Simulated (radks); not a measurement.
Q: The mean radii <r> (bohr) of the occupied orbitals of an atom or ion are listed with their occupations. All-electron calculation, scalar-relativistic Kohn-Sham, PBEsol, spin-polarised, spherical densities, point nucleus. Program: a radial shooting solver on a logarithmic mesh with Libxc functionals.

| orbital | occ. | <r> |
|---|---|---|
| 1s up | 1 | 0.07691 |
| 1s down | 1 | 0.07691 |
| 2s up | 1 | 0.3646 |
| 2s down | 1 | 0.3645 |
| 2p up | 3 | 0.3278 |
| 2p down | 3 | 0.3277 |
| 3s up | 1 | 1.130 |
| 3s down | 1 | 1.134 |
| 3p up | 3 | 1.220 |
| 3p down | 2 | 1.227 |
| 4s up | 1 | 3.307 |
| 4s down | 1 | 3.351 |
| 5s up | 1 | 8.846 |

Name the element and its charge. Open shells, if any, are filled with parallel spins first.

A: Z = 20, calcium, charge 0: Ca in [Ne] 3s2 3p5 4s2 5s1. The 1s radius gives Z: for a bare nucleus <r> = (2 gamma + 1)/(2Z) with gamma = sqrt(1 - (Z/c)^2), 0.07446 bohr for Z = 20, and screening makes it slightly larger (0.07691 here). The occupations add up to 20, and the charge is Z minus that.
